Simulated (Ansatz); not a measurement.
CH7BFNSi (`BC[SiH](N)F`). The species carries charge 0 and has multiplicity 1.

```xyz
12

B    -0.234   -0.642    1.975
C    -0.048    0.444    0.904
Si   -0.101   -0.327   -0.800
N     0.306    0.846   -1.959
F     0.904   -1.581   -0.780
H    -1.333   -1.023    2.265
H     0.708   -1.158    2.502
H     0.913    0.966    0.958
H    -0.868    1.170    0.865
H    -1.424   -0.878   -1.165
H     0.097    0.705   -2.933
H     1.079    1.478   -1.833
```

(1) List the harmonic frequencies (cm⁻¹, unscaled) at PBE0-D4/def2-TZVP in Ansatz. (Best estimate.)

(2) Is this a minimum?

(3) Give the ideal-gas thermochemistry at 298.15 K and 1 bar (rigid rotor, harmonic oscillator; point group C1, symmetry number 1).

(4) And at 400, 500, 600, 800 and 1000 K?

Results:

(1) The calculation gave: 48, 138, 188, 216, 282, 306, 336, 380, 645, 665, 708, 827, 840, 890, 914, 920, 961, 1043, 1076, 1108, 1256, 1420, 1583, 2260, 2576, 2655, 3045, 3110, 3611, 3705.

(2) Yes, all 30 modes are real.

(3) Zero-point energy 225.6 kJ/mol; H(298) − E = 248.6 kJ/mol; entropy 356.7 J/(mol·K), of which translation 165.1, rotation 110.8, vibration 80.7; G(298) − E = 142.3 kJ/mol. Modes under 100 cm⁻¹ are hindered rotations or soft bends, so the harmonic entropy is rough.

(4) 
```csv
T (K),H − E (kJ/mol),S (J/mol/K),G − E (kJ/mol)
400,262.3,395.9,103.9
500,277.9,430.7,62.6
600,295.2,462.2,17.9
800,333.7,517.5,-80.2
1000,376.1,564.7,-188.6
```
